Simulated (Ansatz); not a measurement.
ScF3, relaxed as a singlet with RKS PBE0-D4/def2-TZVP in Ansatz, starting from the GFN1-xTB geometry. Force threshold 0.02 eV/Å.

The relaxation made no stability test and no search for a lower SCF solution. No other spin state of charge 0 was run. The structure comes from a short search, and lower isomers may exist.

Start:

```xyz
4

Sc   -1.241   -0.687    0.739
F     0.705    1.032    1.229
F    -0.050   -0.670   -1.618
F     0.586    0.326   -0.350
```

```tsv
step	energy (eV)	largest force component (eV/Å)	SCF passes
1	-28834.4570	2.424	116
2	-28835.7678	3.461	53
3	-28837.8219	4.889	49
4	-28840.6702	4.643	43
5	-28843.3245	4.298	27
6	-28845.2665	2.091	28
7	-28846.6369	1.131	26
8	-28847.4841	0.634	24
9	-28848.0307	0.532	24
10	-28848.3034	0.205	24
11	-28848.3361	0.009	26
```

Force components are those of the run's own axes.

End:

```csv
atom,x (Å),y (Å),z (Å)
Sc1,-0.0019,-0.0012,0.0012
F2,-0.3490,0.4052,1.7597
F3,-1.0651,-1.1955,-0.9049
F4,1.4160,0.7915,-0.8560
```

By distances, no bond broke or formed. The bond that changes most is Sc1–F2, from 2.64 to 1.84 Å (atoms count from 1). A close non-bonded pair moves further: F3–F4, from 1.73 to 3.18 Å. The end is the same structure that another start reached, the lowest one found.

No frequencies were taken in this run, so the end may be a saddle point.

Hardware: 4 threads of Arm Neoverse V1 on a shared host. Wall time 17 s.
